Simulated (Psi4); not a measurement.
How methods differ on BPH3F3 (SMILES [BH3-][P+](F)(F)F)

The species is BPH3F3 (8 atoms), meant as a singlet with charge 0. As SMILES, `[BH3-][P+](F)(F)F`. The shape was relaxed beforehand at PBE0/def2-TZVP.

Each level gives the dipole moment (D). The values are calculated.

```tsv
level	kind	program	value (D)	CPU time
PBE-D4/def2-TZVPP (density fitting)	GGA	Psi4	1.64	34 s
r2SCAN-D4/def2-TZVPP (density fitting)	meta-GGA	Psi4	1.66	75 s
B3LYP-D4/def2-TZVPP (density fitting)	global hybrid	Psi4	1.62	30 s
PBE0-D4/def2-TZVPP (density fitting)	global hybrid	Psi4	1.62	31 s
wB97M-V/def2-TZVPP (density fitting)	range-separated hybrid	Psi4	1.72	89 s
```

The values span 1.62 to 1.72 D. Magnitudes only. Times are those of the runs behind each value, whatever else they computed, on shared processors of several kinds: orders of magnitude only.
